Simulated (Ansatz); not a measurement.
`C1[NH][SnH2][SiH2]1`, charge 0, multiplicity 1.

(1) Give a relaxed structure at PBE0-D4/def2-TZVP (Ansatz). (An estimate is asked.)

Answers

(1) The calculation gave: 
Cartesian coordinates in Å:
```
C 0.1611 1.1502 0.4572
N -0.4211 0.0231 1.1931
Sn -0.1866 -1.6369 0.0052
Si 0.1104 0.5075 -1.3400
H -0.4152 2.0742 0.5955
H 1.2046 1.3791 0.7229
H -0.2744 0.0552 2.1922
H 1.1529 -2.6370 0.4103
H -1.5860 -2.6203 0.0334
H -1.0780 0.9484 -2.1180
H 1.3322 0.7564 -2.1517
```
This is one stationary point; other conformers may exist.
